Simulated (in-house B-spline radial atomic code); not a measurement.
A calculation on Au3+: its settings, and results tabulated from the run. Level of theory: Dirac-Kohn-Sham PBE, spherical fractional occupations, Fermi nucleus of rms radius 5.4371 fm; calculated with a B-spline radial code for spherical atoms.

Command:
```bash
python run_scf.py task.json out
```
Settings (nuclear radius in fm, mass in u):
```
Z                79
configuration    [Xe] 4f14 5d8
hamiltonian      dirac
method           pbe,pbe
spin_polarised   False
nucleus          fermi
rms_radius       5.4371
atomic_mass      196.96657
speed_of_light   137.035999084
```

Output (hartree, bohr):
```
 radial grid: 72 intervals, B-splines of order 8, outer radius 39.1892 bohr

 iter        energy (Eh)    residual
    1      -19039.748210    7.15e-01
    2      -19041.150785    8.83e-02
    3      -19041.403487    2.06e-02
    4      -19041.422925    7.45e-03
    5      -19041.424163    2.89e-03
    6      -19041.424463    1.03e-03
    7      -19041.424491    2.25e-04
    8      -19041.424492    5.08e-05
    9      -19041.424492    2.79e-07

 total energy                    -19041.42449
 kinetic                           21860.5571
 electron-nucleus                 -47848.1073
 Hartree                            7310.3835
 exchange-correlation               -364.2578

 first-order corrections (not in the total)
   Gaunt                            24.2683
   retardation                      -2.5752
   frequency dependence             -0.4603
   self-energy                      18.0934
   Uehling                          -3.6671
   Wichmann-Kroll                    0.1602
   recoil                            0.0320

 orbital      occ     eigenvalue          <r>       <r^2>       <1/r>     <1/r^2>       <r^4>       r_max    small
 1s1/2      2.000     -2963.6969    0.0168708 0.000393433     95.6826     22704.1 4.25195e-07     0.01042  9.00e-02
 2s1/2      2.000      -523.6374    0.0704687  0.00593958     23.5201     3213.98 6.19159e-05     0.06039  2.06e-02
 2p1/2      2.000      -502.3466    0.0579826  0.00420184     23.4865     1014.88 3.67745e-05     0.04446  2.07e-02
 2p3/2      4.000      -434.8943    0.0665327  0.00538991     19.1359     500.816 5.69821e-05     0.05184  1.84e-02
 3s1/2      2.000      -124.6079     0.183309   0.0385728     8.63393      733.85   0.0022518      0.1699  6.88e-03
 3p1/2      2.000      -114.9987     0.173569   0.0351639     8.54913     236.498  0.00196278      0.1586  6.83e-03
 3p3/2      4.000      -100.1140     0.189253   0.0415836     7.41586     118.487  0.00271047      0.1735  6.17e-03
 3d3/2      4.000       -84.1037     0.164821   0.0318961     7.31374     67.1126  0.00179852      0.1352  6.05e-03
 3d5/2      6.000       -80.9043     0.169603   0.0336437     7.05529     61.4395  0.00198185      0.1393  5.87e-03
 4s1/2      2.000       -28.0955     0.406957    0.187124     3.65276     187.929   0.0506364      0.3832  2.33e-03
 4p1/2      2.000       -23.9900     0.409375    0.190879     3.54362     59.4583   0.0540581      0.3814  2.24e-03
 4p3/2      4.000       -20.4206     0.443375    0.223538     3.15091     29.9302   0.0740007      0.4122  1.98e-03
 4d3/2      4.000       -13.6900     0.451869    0.236188     2.94762     15.7963   0.0886298      0.4052  1.78e-03
 4d5/2      6.000       -13.0251     0.463038    0.247807     2.85688     14.4306   0.0975042      0.4147  1.71e-03
 5s1/2      2.000        -5.3012     0.924984    0.959539     1.48151     38.2642     1.33328      0.8486  5.89e-04
 5p1/2      2.000        -3.9633     0.996987     1.12185     1.35712     11.0276     1.87886      0.8961  5.06e-04
 5p3/2      4.000        -3.3476      1.09049     1.34246     1.21558     5.54877     2.70176       0.975  4.30e-04
 4f5/2      6.000        -4.3948     0.494825    0.296699     2.48164     7.68143    0.180416      0.3733  1.34e-03
 4f7/2      8.000        -4.2546     0.501786    0.305174     2.44619     7.45051    0.191236      0.3779  1.31e-03
 5d3/2      3.200        -1.5332       1.4092     2.29729    0.925432     2.03418     8.85225       1.166  2.57e-04
 5d5/2      4.800        -1.4652      1.45383     2.44569    0.893987     1.83906     10.0442         1.2  2.42e-04
```


For the Dirac Hamiltonian the kinetic term is c α·p + (β - 1)c².
